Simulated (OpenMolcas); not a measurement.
Ru5+ among 5 point charges of -2 e arranged as a trigonal bipyramid (D3h), 1.95 Å from the ion, with the axial distance 1.794 Å.
```
   1.9500    0.0000    0.0000  -2.00
  -0.9750    1.6887    0.0000  -2.00
  -0.9750   -1.6887    0.0000  -2.00
   0.0000    0.0000    1.7940  -2.00
   0.0000    0.0000   -1.7940  -2.00
```

* Program: OpenMolcas 26.06
* Method: CASSCF
* Basis: ANO-RCC-VDZP [6s5p3d1f]
* Scalar Hamiltonian: DKH2, point nucleus
* Active space: 3 electrons in 5 orbitals (4d)
* State averaging: 2S+1 = 4 even, 10 roots; 2S+1 = 2 even, 40 roots
* Spin-orbit coupling: state interaction with AMFI integrals over the reference wave functions

Problem. What is the spin-free ground state (labels of D3, the rotations of D3h)?

Solution. 4E, 2-fold in its orbital part, 100 % from free-ion F terms; it has the highest spin that d3 allows.

Problem. Where is the first state of the same spin?

Solution. 4E at 1860 cm-1 above the ground state.

Problem. What are the lowest two levels with spin-orbit coupling?

Solution. A 2-fold level E1/2 with g = 0.29, 0.29, 1.67, then a 2-fold level E3/2 697.2 cm-1 above it. Their leading multiplicities are 4 (99 %) and 4 (99 %).

Problem. What is χT at 300 K, and how does it compare with the textbook value?

Solution. The lowest level has 2S+1 = 4, for which the spin-only value is χT = S(S+1) / 2 = 1.875 cm3 K/mol (g = 2). The computed 0.300 at 300 K differs by -1.575, through orbital momentum, spin-orbit coupling and any other state in reach.

An orbital doublet at a regular site is open to a Jahn-Teller distortion, which this geometry leaves out. Without dynamic correlation the repulsion within the d shell is too large (B by tens of per cent), so at a given field states of lower spin stand too high. This is an electrostatic model: the charges have no orbitals. An unlabelled pair can be two single states that coincide in this model. No measured value stands beside these numbers.
